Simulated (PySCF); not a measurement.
Species: C₅H₉NO.
SMILES: `C1OCC1/C=N/C`

The closed-shell SCF was solved with PySCF and density fitting under several settings on one GFN2-xTB geometry (grid level 2 and gas phase unless stated).

| settings | basis functions | SCF cycles | E (Eh) | HOMO (eV) | LUMO (eV) | dipole (D) |
| --- | --- | --- | --- | --- | --- | --- |
| PBE0/pcSseg-1 | 164 | 13 | -325.4385 | -7.24 | -0.18 | 1.69 |
| PBE0/def2-SVPD | 215 | 14 | -325.2621 | -7.32 | -0.31 | 1.49 |
| LDA/6-311+G(2d,p), IEF-PCM methanol | 243 | 16 | -323.1681 | -5.89 | -1.53 | 1.91 |
| HSE06/pcSseg-1 | 164 | 14 | -325.4664 | -6.84 | -0.57 | 1.69 |
| BHandHLYP/IGLO-II, IEF-PCM dichloromethane | 208 | 13 | -325.7502 | -8.71 | 1.13 | 1.93 |
| B97-2/6-311G**, start guess atom | 180 | 11 | -325.8233 | -6.93 | -0.16 | 1.48 |

**Question.** Estimate the rows for these settings: (1) OLYP/MINI; (2) PBE0/3-21G.

**Answer.** 
| settings | basis functions | SCF cycles | E (Eh) | HOMO (eV) | LUMO (eV) | dipole (D) |
| --- | --- | --- | --- | --- | --- | --- |
| OLYP/MINI | 44 | 13 | -323.1210 | -6.23 | -2.73 | 1.72 |
| PBE0/3-21G | 81 | 13 | -323.6729 | -6.69 | 0.27 | 2.01 |

**Question.** Over all rows, what range does the HOMO–LUMO gap span?

**Answer.** From 3.50 eV (OLYP/MINI) to 9.84 eV (BHandHLYP/IGLO-II, IEF-PCM dichloromethane). The functional of the narrowest has no exact exchange, that of the widest 50 % exact exchange.

**Question.** And the dipole moment?

**Answer.** From 1.48 D (B97-2/6-311G**, start guess atom) to 2.01 D (PBE0/3-21G); the largest is 1.36 times the smallest, and the median is 1.71 D.

**Question.** Compare two rows with the functional PBE0: PBE0/pcSseg-1 and PBE0/def2-SVPD. Which energy is lower, and by how much?

**Answer.** PBE0/pcSseg-1 (164 functions) lies 0.1764 Eh or 111 kcal/mol below PBE0/def2-SVPD (215 functions). The smaller set gives the lower energy; the two sets aren't nested, so the variational bound doesn't order them by size.

Cycle counts include a coarse-grid stage where the run had one. All basis functions are spherical, in the Pople sets too. The species at its GFN2-xTB geometry (one conformer only).

Shape of the structure used: `[CH3:1]/[N:2]=[CH:3]/[CH:4]1[CH2:5][O:6][CH2:7]1`: N2–C3–C4–C5 -131°.
